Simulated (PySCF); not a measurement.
Species: AlAsF2H4.
Numbering: `[H][As+:4]([H])([H])[AlH-:2]([F:1])[F:3]` (hydrogens: H5 on Al2; H6, H7, H8 on As4)

Theory: PBE0-D3(BJ)/def2-SVP geometry optimisation, gas phase (PySCF 2.14.0).

(1) List the bond lengths and angles at this level.

Results:

(1) 
| bond | length (Å) |
| --- | --- |
| F1–Al2 | 1.675 |
| Al2–F3 | 1.675 |
| Al2–As4 | 2.635 |
| Al2–H5 | 1.577 |
| As4–H6, As4–H7 | 1.508 |
| As4–H8 | 1.507 |

Bonds in one row agree within 0.01 Å and their mean is given. A selection of angles:
| angle | degrees |
| --- | --- |
| F1–Al2–F3 | 115.6 |
| F1–Al2–As4 | 93.7 |
| F1–Al2–H5 | 119.4 |
| F3–Al2–As4 | 94.0 |
| F3–Al2–H5 | 119.4 |
| As4–Al2–H5 | 105.6 |
| Al2–As4–H6 | 121.3 |
| Al2–As4–H8 | 114.9 |
| H6–As4–H7 | 98.1 |
| H6–As4–H8 | 98.1 |

Al2 (aluminium bonded to As, 2 F and H) has angles from 93.7° to 119.4°. As4 (arsenic bonded to Al and 3 H) is distorted tetrahedral (angles from 97.9° to 121.5°).

Point group: near Cs, missed by 0.09 Å at most; the miss may be what the optimiser left on a soft mode. Whether it is a minimum is left open (no frequencies). The numbers are those of one conformer (F1–Al2–As4–H -179° and 57° and -61°).

On one thread, AMD EPYC 9R14 (x86_64), shared host, this took 25 s of wall time and 0.41 GiB of memory at its peak. These figures are those of the optimisation.
